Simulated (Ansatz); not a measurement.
Ansatz (a program for electronic structure) input (CAM-B3LYP/def2-TZVPD):

Ansatz 0.2 input:
```yaml
crystal:
  periodic: [false, false, false]
  atoms:
    - {symbol: N, position_ang: [1.45944843, 0.09912332, -0.17780118]}
    - {symbol: Si, position_ang: [-0.23810673, 0.11002224, -0.31958458]}
    - {symbol: O, position_ang: [-1.19240004, -0.37082784, 0.94902169]}
    - {symbol: H, position_ang: [1.96220381, 0.90231318, 0.16409248]}
    - {symbol: H, position_ang: [1.98713963, -0.75055603, -0.05542476]}
    - {symbol: H, position_ang: [-0.62551952, 1.49444666, -0.67170025]}
    - {symbol: H, position_ang: [-0.66726841, -0.91375566, -1.31034845]}
basis:
  gaussian:
    orbitals: def2-TZVPD
hamiltonian:
  xc: {name: CAM-B3LYP}
magnetization: {spin_polarized: true, initial_magnetization: 1}
output: {forces: true}
```

End of the output:

```
integrals: 0.07 GiB planned
851 factors; their error is unknown
integrals: 0.11 GiB planned
347 factors; integrals over basis functions are off by at most 4.0e-5 eV
0.27 GiB of the device are held for the grids
1.09 GiB of device memory are held for the factors and their scratch space
mean field: 0.65 GiB planned
mean field evaluation 1: about -11468.9889 eV, gradient 5.3e1 eV
mean field evaluation 2: about -11451.4729 eV, gradient 8.4e1 eV
mean field evaluation 4: about -11479.8629 eV, gradient 8.1e0 eV
mean field evaluation 8: about -11480.2380 eV, gradient 2.1e-1 eV
mean field evaluation 16: about -11480.2490 eV, gradient 4.1e-2 eV
mean field evaluation 32: about -11480.2498 eV, gradient 6.1e-5 eV
mean field -11480.24983105 eV, -421.8913996983 hartree, gradient 5.7e-6 eV, S^2 0.754616; 2 other end points of the search recorded, 0 dependent functions left out
the calculation of the forces begins
reference -11480.24995767 eV, -421.8914043513 hartree; 17, 16 occupied and 139, 140 virtual orbitals, 851 factors
Total energy: -11480.24995767 eV, -421.8914043513 hartree
Atom 0 at     1.459448     0.099123    -0.177801 Å, force    -0.153125    -0.013975     0.070946 eV/Å
Atom 1 at    -0.238107     0.110022    -0.319585 Å, force     0.080822    -0.001607    -0.164544 eV/Å
Atom 2 at    -1.192400    -0.370828     0.949022 Å, force     0.050116     0.022943    -0.008245 eV/Å
Atom 3 at     1.962204     0.902313     0.164092 Å, force    -0.011539    -0.022927    -0.018457 eV/Å
Atom 4 at     1.987140    -0.750556    -0.055425 Å, force    -0.010448     0.027067    -0.014878 eV/Å
Atom 5 at    -0.625520     1.494447    -0.671700 Å, force     0.014236    -0.062856     0.054588 eV/Å
Atom 6 at    -0.667268    -0.913756    -1.310348 Å, force     0.029938     0.051354     0.080590 eV/Å
Dipole moment:     0.454344     0.100476    -0.136159 e Å
```

It need not be the lowest isomer of its formula.
